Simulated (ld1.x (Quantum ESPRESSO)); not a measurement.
Before and after: RRKJ potential for Cl

* Element: chlorine (Cl)
* Generator: ld1.x (Quantum ESPRESSO) 7.5
* Type: norm-conserving RRKJ (Kleinman–Bylander form)
* Functional: revPBE
* Relativity: scalar-relativistic
* Frozen core: [Ne]
* Valence charge: 7
* Reference configuration: 3s2 3p3.5 (charge +1.5)
* Partial waves: 3p (bound): rc 1.20 bohr; 3d channel at -0.05 Ry: rc 1.25 bohr; 3s (bound): rc 0.90 bohr
* Local potential: the s channel
* Core correction: none

Change: all radii scaled by about 0.88 (s 0.80, p 1.06, d 1.10 bohr).

Cutoffs: the cutoffs (Ry, on a coarse ladder) from which the occupation-weighted sum of valence levels, in a spherical-Bessel basis at the reference potential, stays within 10 and 1 mRy of its value at 400 Ry; they do not see the model core or the augmentation charge, which bear on the density cutoff. Errors are all-electron minus pseudo energies relative to the spin-unpolarised reference configuration.

Predict the effect on cutoff, ghosts and configuration errors.

Of the 7 tests that both files solve, the error grows in 7 and shrinks in 0 by more than 15 % and 0.3 meV (median size 21.4 → 35.1 meV); neither file shows a bound ghost. That the errors move this way runs against the usual rule that smaller radii transfer better.

```csv
quantity,base,changed
"cutoff, loose",110 Ry,over 300 Ry
"cutoff, tight",300 Ry,over 300 Ry
loose cutoff by channel (10 mRy a level),"p 15 Ry, s 100 Ry","p 80 Ry, s 300 Ry"
bound ghosts,none,none
"error for 3s2 3p5, meV [ΔE -25.02 eV]",+21,+35
"error for 3s2 3p4, meV [ΔE -11.18 eV]",+4.2,+6.4
"error for 3s2 3p3, meV [ΔE 14.25 eV]",+3.7,+7.3
"error for 3s2 3p1, meV [ΔE 104.74 eV]",+221,+386
"error for 3s2 3p4.5, meV [ΔE -19.46 eV]",+12,+20
"error for 3s2 3p2, meV [ΔE 52.53 eV]",+56,+100
"error for 3s1 3p5, meV [ΔE 1.55 eV]",+61,+98
```
